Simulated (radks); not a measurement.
Values are calculated unless marked as measured or tabulated.
Problem. All-electron atom: Ga II in [Ar] 3d10 4s2 (the NIST ground configuration). Level of theory: scalar-relativistic Kohn-Sham, LDA (Slater exchange, VWN5 correlation), spin-unpolarised, spherical densities, finite nucleus; Fermi nuclear charge, rms radius 3.9973 fm (a radial shooting solver on a logarithmic mesh with Libxc functionals). Some entries of the table are withheld. Estimate them.

orbital  occ.  eigenvalue (hartree)  <r^2> (bohr^2)  <r> (bohr)
1s          2             -375.5409        0.003187     0.04867
2s          2             -46.61295         0.05617      0.2182
2p          6             -40.66587         0.04467         (1)
3s          2              -5.72591          0.4930      0.6531
3p          6              -3.93359          0.5460      0.6800
3d         10              -1.02030          0.8539      0.8080
4s          2              -0.61206           5.575       2.203
4p          0              -0.34173           9.189       2.813
5s          0              -0.13995           40.94       6.004
4d          0                   (2)           41.30       5.902
4f          0              -0.03236           313.9       16.69

Solution. 
(1) 2p <r> (bohr): 0.1909
(2) 4d eigenvalue (hartree): -0.09014
